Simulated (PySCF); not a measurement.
## Peak assignment

Atom-mapped SMILES (the numbers label the heavy atoms): `[CH3:1][O:2][C:3](=[O:4])[CH2:5][O:6][C:7]([CH3:8])=[O:9]`. Each H is labelled by its parent atom.

One computed conformer, non-relativistic Hamiltonian, isolated molecule, rapidly exchanging positions averaged. PBE0/pcSseg-1 with gauge-including orbitals; coordinates at the GFN2-xTB level; PySCF 2.14.0 with density-fitted response routines.

References, each an isolated molecule treated in the same way: TMS for ¹³C (σ = 186.93 ppm) and ¹H (σ = 31.72 ppm).

(1) Assign these signals to the numbered atoms. ¹³C{¹H} NMR (computed): δ 177.3, 176.1, 65.9, 54.2, 22.9.

(2) Assign these signals to the numbered atoms. ¹H NMR (300 MHz, computed): δ 4.55 (s, 2H), 3.95 (s, 3H), 2.21 (s, 3H).

## Answers

(1) 
| δ (ppm) | atoms | environment | reason |
| --- | --- | --- | --- |
| 177.3 | C7 | ester carbonyl carbon | it is a carbonyl in resonance with an O or N lone pair, the region of acids, esters and amides |
| 176.1 | C3 | ester carbonyl carbon | – |
| 65.9 | C5 | sp3 CH2 bonded to O, α to a carbonyl | deshielded by the electronegative neighbour |
| 54.2 | C1 | methyl carbon bonded to O | the inductive effect lowers its shielding |
| 22.9 | C8 | methyl carbon α to a carbonyl | the adjacent C=O deshields it moderately |

C7 and C3 lie closer than the usual error of such a calculation, so a measured spectrum could show them in the other order.

(2) 
4.55 → H(C5), hydrogen on an sp3 CH2 bonded to O, α to a carbonyl: its carbon carries O, which withdraws density
3.95 → H(C1), hydrogen on a methyl carbon bonded to O: its carbon carries O, an electronegative neighbour
2.21 → H(C8), hydrogen on a methyl carbon α to a carbonyl: α to C=O

Shifts are as computed. Against solution values, carbons near 30 ppm lie about +3 ppm off and those near 130 ppm about +5 ppm. Of 1211 compounds with measured shifts, 218 miss one by over three times the rms of a fit or turn the order of signals round; such compounds aren't used in these exercises. No couplings were computed; multiplicities are counted from neighbouring protons, with m where these are inequivalent, close in shift, in a saturated or five-membered ring or joined by F or P, and br s for small geminal =CH2 splittings.
